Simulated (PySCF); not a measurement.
Si(F)(H)2(SeH) (FH₃SeSi), SMILES F[SiH2][SeH].

The structure is a stationary point at PBE-D3(BJ)/def2-TZVP. The geometry has at least one imaginary mode, so it is a saddle point at that level. One conformer was computed; it need not be the lowest.

Level of theory: PBE0/def2-TZVPD (PySCF).

Symmetry labels are those of the subgroup Cs that the program uses (full group Cs).

Question: List the valence orbital energies around the gap with their symmetry. (The exact figures need the calculation; the answer reports its results.)

Answer: 
| orbital | symmetry | energy (eV) |
|---|---|---|
| HOMO−7 | A' | -15.70 |
| HOMO−6 | A' | -13.04 |
| HOMO−5 | A" | -12.88 |
| HOMO−4 | A' | -12.66 |
| HOMO−3 | A' | -11.09 |
| HOMO−2 | A" | -10.11 |
| HOMO−1 | A' | -9.21 |
| HOMO | A" | -7.35 |
| LUMO | A' | -0.68 |
| LUMO+1 | A' | -0.35 |
| LUMO+2 | A' | -0.12 |
| LUMO+3 | A' | 0.76 |
